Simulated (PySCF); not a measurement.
Cartesian coordinates (Å):
```xyz
10

C      1.6423    -0.0987     0.3248
C      0.3520    -0.0254     0.6186
C     -0.7483    -0.1678    -0.3800
O     -1.6184     0.9588    -0.2558
H      1.9836    -0.2447    -0.6939
H      2.4046    -0.0185     1.0889
H      0.0290     0.1368     1.6425
H     -1.3026    -1.0951    -0.1786
H     -0.3306    -0.2378    -1.3915
H     -2.4117     0.7923    -0.7751
```
Charge 0, multiplicity 1.

Q: What dipole moment, HOMO and HOMO–LUMO gap does PBE-D3(BJ)/def2-TZVP // B3LYP-D3(BJ)/def2-TZVP (PySCF) give?

A: 
```yaml
dipole_moment: 1.57 D
HOMO: -6.13 eV
HOMO–LUMO gap: 5.13 eV
```
